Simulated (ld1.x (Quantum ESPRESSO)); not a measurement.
## Transferability test, TM potential for silicon

ld1.x (Quantum ESPRESSO) 7.5 input, shortened:

```
&input
   title='Si', zed=14., rel=1, dft='PZ', iswitch=3,
   config='[Ne] 3s2 3p2'
 /
 &inputp
   pseudotype=2, tm=.true., lloc=-1, rcloc=2.10,
   nlcc=.true., rcore=1.15
 /
2
3S  1  0   2.00   0.00  1.85  1.85  0.0
3P  2  1   2.00   0.00  2.10  2.10  0.0
 &test
   configts(1)='3s2 3p2'
 /
```

Energies are relative to the spin-unpolarised reference configuration 3s2 3p2; without spin polarisation the order of configurations can differ from experiment. Spin-polarised rows fill each open shell by Hund’s rule, majority spin first. The frozen-core shift is the all-electron ΔE with the core orbitals held at their reference shape minus the fully relaxed ΔE.

| valence configuration | charge | ΔE all-electron (eV) | error AE − PS (meV) | frozen-core shift (meV) |
| --- | --- | --- | --- | --- |
| 3s2 3p1 | +1 | 7.829 | +3.0 | +1.4 |
| 3s2 3p0 | +2 | 23.943 | +23 | +14 |
| 3s0 3p4 | 0 | 13.779 | -6.5 | +3.3 |
| 3s1 3p3 | 0 | 6.807 | -1.5 | +0.8 |
| 3s2 3p2.3 | -0.3 | -0.957 | +0.1 | 0.0 |
| 3s2 3p2 (spin-polarised) | 0 | -0.611 | +7.2 | +0.6 |
| 3s2 3p1 (spin-polarised) | +1 | 7.624 | +5.8 | +1.6 |

Task: What are ΔE and the potential's error for 3s2 3p1.5?

Result: ΔE = 2.965 eV all-electron; the error (AE − PS) is +0.4 meV.

Task: What are ΔE and the potential's error for 3s1 3p0?

Result: ΔE = 58.088 eV all-electron; the error (AE − PS) is +72 meV.
